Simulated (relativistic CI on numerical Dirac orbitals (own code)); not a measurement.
Method of calculation: Dirac-Coulomb-Breit CI, KLI orbitals optimised for each configuration, model QED (radiative potential, 1s self-energy scaled to tabulated hydrogen-like ionisation energies), unscaled Slater integrals (own radial code, finite nucleus).

The strongest absorption lines from the ground level of an ion, among the configurations computed and to levels below about 244 eV (vacuum wavelength in Å, gf): 93.311 (0.21), 97.320 (2.4), 97.402 (0.49), 99.127 (0.95), 100.85 (1.1), 102.02 (0.16), 103.87 (0.19), 172.27 (0.14).

Task: Which ion is it?
A. Rb²¹⁺
B. Br¹⁹⁺
C. Y²³⁺
D. Nb²⁵⁺

Result: A. Rb²¹⁺ has 16 electrons and the ground level 3s²3p⁴ ³P2; the strongest line goes to 3s²3p³3d ³D°3. The pattern of lines fixes the number of electrons, and along that sequence the line energies rise steadily with the charge (about as its square where n changes within one kind of shell, about linearly where n is kept but much faster in heavy ions where fine structure, which grows about as Z⁴, sets the gap, and irregularly where shells cross), which fixes Z. Configurations outside the model, such as inner-shell arrays, can give stronger lines. At this charge energies of transitions that change n are usually good to better than 1 %, and those within a shell (Δn = 0) to a few per cent.

LS names give the leading component of a level, which can be under half, so a name can repeat, a term be missing and a line seem to break the LS rules.
